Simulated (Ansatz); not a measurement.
H6Si3, SMILES `[SiH2]1[SiH2][SiH2]1` (charge 0, multiplicity 1).

Cartesian coordinates (Å):
SMILES: [SiH2]1[SiH2][SiH2]1
```xyz
9

Si    -0.8145    -1.0716     0.0954
Si    -0.5199     1.2453     0.0057
Si     1.3344    -0.1736    -0.1011
H     -1.4067    -1.7575    -1.0742
H     -1.2116    -1.6873     1.3808
H     -0.9331     1.9664    -1.2183
H     -0.7380     2.0366     1.2367
H      2.2423    -0.2440     1.0651
H      2.0472    -0.3142    -1.3900
```
Charge 0, multiplicity 1.

Frozen-core energies in 6-31g from Ansatz (a quantum-chemistry and plane-wave program) at a geometry from B3LYP-D3(BJ)/def2-TZVP; the HF reference has <S^2> = 0.00 and the T1 diagnostic is 0.008.

```csv
level,energy (Ha)
HF,-870.06434
MP2,-870.22770
CCSD,-870.27539
CCSD(T),-870.27991
```

Problem. Estimate the energies of CCSDT, CCSDT(Q) and CCSDTQ, and give each level's difference from CCSDTQ.

Solution. 
| level | energy (Ha) | difference from CCSDTQ (mHa) |
|---|---|---|
| MP2 | -870.22770 | 53.52 |
| CCSD | -870.27539 | 5.83 |
| CCSD(T) | -870.27991 | 1.31 |
| CCSDT | -870.28091 | 0.30 |
| CCSDT(Q) | -870.28117 | 0.04 |
| CCSDTQ | -870.28122 | 0.00 |
